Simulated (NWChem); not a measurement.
System: C3H3N2, doublet; SMILES c1[nH]n[c]c1

Here is an NWChem input.

```
start job
memory heap 200 mb stack 900 mb global 1100 mb
geometry units angstroms noautoz
  C     -1.194607    -0.049507     0.000000
  N     -0.575339     1.088404     0.000000
  N      0.720573     0.746994     0.000000
  C      0.908041    -0.594100     0.000000
  C     -0.349970    -1.175999     0.000000
  H      1.430016     1.469009     0.000000
  H      1.903828    -1.035050     0.000000
  H     -0.600249    -2.232935     0.000000
end
basis spherical
  C library def2-svpd
  N library def2-svpd
  H library def2-svpd
end
dft
  odft
  mult 2
  xc r2scan
  iterations 150
end
task dft gradient
```

Parts of the log:

```
             Northwest Computational Chemistry Package (NWChem) 7.3.0
             --------------------------------------------------------

 CS  symmetry detected

                             Geometry "geometry" -> ""
                             -------------------------

 Output coordinates in angstroms (scale by  1.889725989 to convert to a.u.)

  No.       Tag          Charge          X              Y              Z
 ---- ---------------- ---------- -------------- -------------- --------------
    1 C                    6.0000    -1.19350002     0.02783059     0.00000000
    2 N                    7.0000    -0.49841306     1.12107732     0.00000000
    3 N                    7.0000     0.77133269     0.69248141     0.00000000
    4 C                    6.0000     0.86732752    -0.65824519     0.00000000
    5 C                    6.0000    -0.42728385    -1.15340125     0.00000000
    6 H                    1.0000     1.52815336     1.36467000     0.00000000
    7 H                    1.0000     1.83088330    -1.16577737     0.00000000
    8 H                    1.0000    -0.74873600    -2.19090874     0.00000000

 Effective nuclear repulsion energy (a.u.)     155.1525318140

      Symmetry information
      --------------------

 Group name             Cs
 Group number              2
 Group order               2
 No. of unique centers     8

                                 NWChem DFT Module
                                 -----------------

 Summary of "ao basis" -> "ao basis" (spherical)
 ------------------------------------------------------------------------------
       Tag                 Description            Shells   Functions and Types
 ---------------- ------------------------------  ------  ---------------------
 C                         def2-svpd                 8       20   4s2p2d
 N                         def2-svpd                 8       20   4s2p2d
 H                         def2-svpd                 4        8   2s2p

      Symmetry analysis of basis
      --------------------------

        a'         88
        a"         36

            General Information
            -------------------
          SCF calculation type: DFT
          Wavefunction type:  spin polarized.
          No. of atoms     :     8
          No. of electrons :    35
           Alpha electrons :    18
            Beta electrons :    17
          Charge           :     0
          Spin multiplicity:     2
          Use of symmetry is: on ; symmetry adaption is: on
          Maximum number of iterations: 150
          AO basis - number of functions:   124
                     number of shells:    52
          Convergence on energy requested:  1.00D-06
          Convergence on density requested:  1.00D-05
          Convergence on gradient requested:  5.00D-04

              XC Information
              --------------
                      r^2SCAN Method XC Functional
               r^2SCAN metaGGA Exchange Functional  1.000
                     r^2SCAN Correlation Potential  1.000

             Grid Information
             ----------------
          Grid used for XC integration:  medium
          Radial quadrature: Mura-Knowles
          Angular quadrature: Lebedev.
          Tag              B.-S. Rad. Rad. Pts. Rad. Cut. Ang. Pts.
          ---              ---------- --------- --------- ---------
          C                   0.70       49          10.0       434
          N                   0.65       49          10.0       434
          H                   0.35       45          11.0       434
          Grid pruning is: on
          Number of quadrature shells:   380
          Spatial weights used:  Erf1

      Superposition of Atomic Density Guess
      -------------------------------------

 Sum of atomic energies:        -222.86206396

      Non-variational initial energy
      ------------------------------

 Total energy =    -226.116432
 1-e energy   =    -607.653648
 2-e energy   =     226.384685
 HOMO         =      -0.197795
 LUMO         =       0.036712

   Symmetry analysis of molecular orbitals - initial alpha
   -------------------------------------------------------

  Numbering of irreducible representations:

     1 a'          2 a"

  Orbital symmetries:

     1 a'          2 a'          3 a'          4 a'          5 a'
     6 a'          7 a'          8 a'          9 a'         10 a'
    11 a'         12 a"         13 a'         14 a'         15 a'
    16 a"         17 a"         18 a'         19 a"         20 a'
    21 a"         22 a'         23 a'         24 a'         25 a'
    26 a'         27 a"         28 a'

   Symmetry analysis of molecular orbitals - initial beta
   ------------------------------------------------------

  Numbering of irreducible representations:

     1 a'          2 a"

  Orbital symmetries:

     1 a'          2 a'          3 a'          4 a'          5 a'
     6 a'          7 a'          8 a'          9 a'         10 a'
    11 a'         12 a"         13 a'         14 a'         15 a'
    16 a"         17 a"         18 a'         19 a"         20 a'
    21 a"         22 a'         23 a'         24 a'         25 a'
    26 a'         27 a"         28 a'

   convergence    iter        energy       DeltaE   RMS-Dens  Diis-err
 ---------------- ----- ----------------- --------- --------- ---------
 d= 0,ls=0.0,diis     1   -225.1669054096 -3.80D+02  9.18D-03  1.25D-01
                                                     5.61D-03  1.15D-01
 d= 0,ls=0.0,diis     2   -225.1474291060  1.95D-02  4.19D-03  1.74D-01
                                                     4.02D-03  1.75D-01
 d= 0,ls=0.0,diis     3   -225.2129420663 -6.55D-02  1.91D-03  4.14D-02
                                                     1.77D-03  4.01D-02
 d= 0,ls=0.0,diis     4   -225.2306972997 -1.78D-02  8.01D-04  3.22D-03
                                                     5.63D-04  2.90D-03
 d= 0,ls=0.0,diis     5   -225.2319176653 -1.22D-03  3.58D-04  7.54D-04
                                                     2.78D-04  7.01D-04
  Resetting Diis
 d= 0,ls=0.0,diis     6   -225.2322609421 -3.43D-04  1.13D-04  1.16D-04
                                                     1.35D-04  1.53D-04
 d= 0,ls=0.0,diis     7   -225.2323332269 -7.23D-05  1.46D-04  2.21D-05
                                                     7.99D-05  8.77D-06
 d= 0,ls=0.0,diis     8   -225.2323162943  1.69D-05  7.91D-05  5.33D-05
                                                     6.40D-05  6.13D-05
 d= 0,ls=0.0,diis     9   -225.2323473838 -3.11D-05  2.11D-05  1.88D-06
                                                     1.65D-05  1.70D-06
 d= 0,ls=0.0,diis    10   -225.2323487042 -1.32D-06  2.24D-05  1.42D-06
                                                     2.25D-05  1.22D-06
 d= 0,ls=0.0,diis    11   -225.2323502933 -1.59D-06  9.89D-06  2.98D-07
                                                     6.12D-06  1.48D-07
 d= 0,ls=0.0,diis    12   -225.2323504534 -1.60D-07  3.47D-06  8.20D-08
                                                     4.71D-06  1.29D-07

         Total DFT energy =     -225.232350453357
      One electron energy =     -610.403896917464
           Coulomb energy =      261.009336406559
    Exchange-Corr. energy =      -30.990321756475
 Nuclear repulsion energy =      155.152531814022

 Numeric. integr. density =       35.000001791285

                  Occupations of the irreducible representations
                  ----------------------------------------------

                     irrep           alpha         beta
                     --------     --------     --------
                     a'               15.0         14.0
                     a"                3.0          3.0

                    DFT Final Alpha Molecular Orbital Analysis
                    ------------------------------------------

 Vector   16  Occ=1.000000D+00  E=-2.574843D-01  Symmetry=a"
              MO Center= -2.6D-01,  2.0D-01,  2.6D-15, r^2= 2.2D+00
   Bfn.  Coefficient  Atom+Function         Bfn.  Coefficient  Atom+Function
  ----- ------------  ---------------      ----- ------------  ---------------
     7      0.409193  1 C  pz                47      0.379305  3 N  pz
    50     -0.280027  3 N  pz                10      0.224719  1 C  pz
    27     -0.205962  2 N  pz                87      0.185251  5 C  pz
    67     -0.171918  4 C  pz                30      0.143774  2 N  pz
    90      0.115127  5 C  pz                70     -0.094252  4 C  pz

 Vector   17  Occ=1.000000D+00  E=-2.437909D-01  Symmetry=a"
              MO Center=  2.3D-02, -3.4D-01, -4.1D-15, r^2= 2.3D+00
   Bfn.  Coefficient  Atom+Function         Bfn.  Coefficient  Atom+Function
  ----- ------------  ---------------      ----- ------------  ---------------
    87      0.370638  5 C  pz                67      0.350008  4 C  pz
    27      0.333434  2 N  pz                90      0.231265  5 C  pz
    30     -0.226960  2 N  pz                70      0.200641  4 C  pz
    47      0.139865  3 N  pz                50     -0.094225  3 N  pz
    12     -0.027200  1 C  d -1              17     -0.027323  1 C  d -1

 Vector   18  Occ=1.000000D+00  E=-2.388636D-01  Symmetry=a'
              MO Center= -1.0D+00,  3.7D-01,  1.9D-15, r^2= 2.0D+00
   Bfn.  Coefficient  Atom+Function         Bfn.  Coefficient  Atom+Function
  ----- ------------  ---------------      ----- ------------  ---------------
     5      0.431296  1 C  px                23      0.376981  2 N  s
    24      0.364567  2 N  s                  8      0.310223  1 C  px
     3     -0.301278  1 C  s                 43     -0.255621  3 N  s
     2     -0.243276  1 C  s                 22      0.232421  2 N  s
    26     -0.221084  2 N  py               118      0.188415  8 H  s

 Vector   19  Occ=0.000000D+00  E=-2.393551D-02  Symmetry=a"
              MO Center=  2.0D-01,  4.3D-02, -1.9D-16, r^2= 2.7D+00
   Bfn.  Coefficient  Atom+Function         Bfn.  Coefficient  Atom+Function
  ----- ------------  ---------------      ----- ------------  ---------------
    70     -0.403513  4 C  pz                67     -0.400059  4 C  pz
    27      0.372778  2 N  pz                47     -0.363347  3 N  pz
    50      0.341898  3 N  pz                30     -0.321969  2 N  pz
     7      0.207892  1 C  pz                90      0.176311  5 C  pz
    87      0.170645  5 C  pz                10      0.168430  1 C  pz

 Vector   20  Occ=0.000000D+00  E= 2.634894D-02  Symmetry=a"
              MO Center= -5.3D-01, -4.3D-01,  3.2D-14, r^2= 2.8D+00
   Bfn.  Coefficient  Atom+Function         Bfn.  Coefficient  Atom+Function
  ----- ------------  ---------------      ----- ------------  ---------------
     7      0.446825  1 C  pz                10      0.443922  1 C  pz
    87     -0.415614  5 C  pz                90     -0.414690  5 C  pz
    27      0.259970  2 N  pz                67      0.232298  4 C  pz
    30     -0.222608  2 N  pz                70      0.213096  4 C  pz
   124     -0.108148  8 H  pz                19      0.085584  1 C  d  1

 Vector   21  Occ=0.000000D+00  E= 3.571402D-02  Symmetry=a'
              MO Center=  1.7D+00,  4.6D-01, -3.1D-15, r^2= 5.8D+00
   Bfn.  Coefficient  Atom+Function         Bfn.  Coefficient  Atom+Function
  ----- ------------  ---------------      ----- ------------  ---------------
    64      3.329832  4 C  s                110     -1.800860  7 H  s
   102     -1.043314  6 H  s                 44      1.006087  3 N  s
     3     -0.917880  1 C  s                 83     -0.910666  5 C  s
    84     -0.647096  5 C  s                  4      0.604017  1 C  s
   106      0.551291  6 H  px               107      0.518377  6 H  py

                     DFT Final Beta Molecular Orbital Analysis
                     -----------------------------------------

 Vector   15  Occ=1.000000D+00  E=-2.807355D-01  Symmetry=a'
              MO Center= -4.8D-01,  1.0D+00, -4.1D-15, r^2= 1.6D+00
   Bfn.  Coefficient  Atom+Function         Bfn.  Coefficient  Atom+Function
  ----- ------------  ---------------      ----- ------------  ---------------
    26      0.516691  2 N  py                63     -0.380338  4 C  s
    24     -0.331015  2 N  s                 44      0.317105  3 N  s
    23     -0.310676  2 N  s                 29     -0.246957  2 N  py
     3      0.223510  1 C  s                 22     -0.206798  2 N  s
     6      0.176402  1 C  py                 5      0.165659  1 C  px

 Vector   16  Occ=1.000000D+00  E=-2.456262D-01  Symmetry=a"
              MO Center= -1.9D-01,  2.7D-01,  2.4D-15, r^2= 2.1D+00
   Bfn.  Coefficient  Atom+Function         Bfn.  Coefficient  Atom+Function
  ----- ------------  ---------------      ----- ------------  ---------------
     7      0.365967  1 C  pz                47      0.363890  3 N  pz
    27     -0.273526  2 N  pz                50     -0.270493  3 N  pz
    67     -0.204298  4 C  pz                30      0.198781  2 N  pz
    10      0.175954  1 C  pz                87      0.162135  5 C  pz
    90      0.119345  5 C  pz                70     -0.116903  4 C  pz

 Vector   17  Occ=1.000000D+00  E=-2.448088D-01  Symmetry=a"
              MO Center= -5.8D-03, -4.1D-01,  1.7D-15, r^2= 2.2D+00
   Bfn.  Coefficient  Atom+Function         Bfn.  Coefficient  Atom+Function
  ----- ------------  ---------------      ----- ------------  ---------------
    87      0.394781  5 C  pz                67      0.324865  4 C  pz
    27      0.307426  2 N  pz                90      0.251877  5 C  pz
    30     -0.208347  2 N  pz                70      0.181597  4 C  pz
    47      0.176249  3 N  pz                50     -0.120127  3 N  pz
     7      0.046491  1 C  pz                17     -0.026592  1 C  d -1

 Vector   18  Occ=0.000000D+00  E=-1.074477D-01  Symmetry=a'
              MO Center= -1.3D+00,  7.6D-02,  9.1D-17, r^2= 2.1D+00
   Bfn.  Coefficient  Atom+Function         Bfn.  Coefficient  Atom+Function
  ----- ------------  ---------------      ----- ------------  ---------------
    63      0.634627  4 C  s                  4      0.618368  1 C  s
    83     -0.499386  5 C  s                  5     -0.457979  1 C  px
    43      0.429503  3 N  s                 44     -0.404437  3 N  s
    23     -0.398555  2 N  s                 24     -0.386602  2 N  s
     3      0.373033  1 C  s                118     -0.289591  8 H  s

 Vector   19  Occ=0.000000D+00  E=-2.060888D-02  Symmetry=a"
              MO Center=  3.1D-01, -1.4D-01, -4.2D-16, r^2= 2.7D+00
   Bfn.  Coefficient  Atom+Function         Bfn.  Coefficient  Atom+Function
  ----- ------------  ---------------      ----- ------------  ---------------
    70      0.439457  4 C  pz                67      0.434982  4 C  pz
    47      0.355076  3 N  pz                50     -0.338066  3 N  pz
    27     -0.323475  2 N  pz                30      0.278066  2 N  pz
    90     -0.244689  5 C  pz                87     -0.228574  5 C  pz
     7     -0.149838  1 C  pz               116      0.110270  7 H  pz

[...]

                         DFT ENERGY GRADIENTS

    atom               coordinates                        gradient
                 x          y          z           x          y          z
   1 C      -2.255388   0.052592   0.000000    0.006907   0.004862   0.000000
   2 N      -0.941864   2.118529   0.000000    0.005970  -0.009824   0.000000
   3 N       1.457607   1.308600   0.000000   -0.011672  -0.003189   0.000000
   4 C       1.639011  -1.243903   0.000000   -0.006008   0.005392   0.000000
   5 C      -0.807449  -2.179612   0.000000    0.004003   0.003433   0.000000
   6 H       2.887791   2.578852   0.000000    0.000694   0.000102   0.000000
   7 H       3.459868  -2.203000   0.000000    0.000340  -0.000522   0.000000
   8 H      -1.414906  -4.140217   0.000000   -0.000232  -0.000253   0.000000
```

Level: r2SCAN/def2-SVPD, spin-unrestricted. In the optimisation the excess spin sits in a' (Cs, its own frame). Coordinates come from a PBE0/def2-SVP, spin-unrestricted optimisation. No stability test was run on the SCF state.
